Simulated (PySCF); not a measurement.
Telling isomers of C6H6O2 apart by NMR

- coordinates at the PBE0-D3(BJ)/def2-SVP level
- couplings computed with B3LYP/pcJ-1 (spin–dipole term left out of most H,H and C,H couplings)
- σ from GIAO-PBE0/pcSseg-1
- program: PySCF 2.14
- one conformer, rapidly exchanging positions averaged, in vacuum, non-relativistic Hamiltonian

Chemical shifts δ = σref − σ; ¹H and ¹³C against TMS, all at this level. Multiplet labels drop J under 1 Hz and among equivalent protons, and merge close values. Unscaled 3J(H,H) run several per cent high. Shifts are as computed. Against solution values, carbons near 30 ppm lie about +2 ppm off and those near 130 ppm about +5 ppm. Of 1211 compounds with measured shifts, 218 miss one by over three times the rms of a fit or turn the order of signals round; such compounds aren't used in these exercises. OH and NH positions are gas-phase values without hydrogen bonding to other molecules.

(1) Tabulate the signals of `C#CCC(=C)OC=O`, `Oc1cccc(O)c1` and their relative energies.

(2) What is the quickest way to tell C#CCC(=C)OC=O from Oc1cccc(O)c1?

## Answers

(1) 
```tsv
SMILES	carbon types	δC	δH	E rel. (kcal/mol)
C#CCC(=C)OC=O	2×C 2×CH 2×CH2	161.7, 157.4, 107.9, 82.3, 76.5, 29.0	7.97 (d, 1H), 6.60 (d, 1H), 4.94 (quint, 1H), 2.90 (dd, 2H), 1.96 (t, 1H)	63.5
Oc1cccc(O)c1	2×C 4×CH	164.2, 135.2, 108.2, 104.9	7.02 (t, 1H), 6.54 (t, 1H), 6.01 (dd, 2H), 3.79 (br s, 2H)	0.0
```

Energies are electronic energies at PBE0/pcSseg-1 on these geometries, without zero-point or thermal terms, each for the one conformer computed, which needn't be the lowest.

(2) Count the carbon signals: 6 against 4. The first has a β carbon of an enol-ether or enamine type C=C (CH2) at 107.9 ppm, the second an aromatic CH at 108.2 ppm. Their most deshielded carbons lie at 161.7 and 164.2 ppm. In the proton spectra the most deshielded non-exchanging signals are 7.97 (d, J = 1.4 Hz, 1H) and 7.02 (t, J = 8.9 Hz, 1H).
